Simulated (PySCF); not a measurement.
1-fluorosilolane (C4H9FSi), SMILES F[SiH]1CCCC1.

Geometry optimised at B3LYP-D3(BJ)/def2-SVP. Other conformers were not sampled.

The numbers are results of SMD-ωB97X/6-31G* (PySCF), not measurements.

Solvation free energies are E(SMD) − E(gas) at the gas-phase geometry, for 1 M in both phases. In vacuum the dipole moment is 1.84 D.

Computed solvation free energies in water, chlorobenzene, ethylethanoate:
| solvent | ΔG(solv) (kcal/mol) | its non-electrostatic (CDS) part | dipole (D) |
|---|---|---|---|
| water | 0.5 | 3.2 | 2.27 |
| chlorobenzene | -4.0 | -1.9 | 2.17 |
| ethylethanoate | -3.7 | -1.6 | 2.17 |
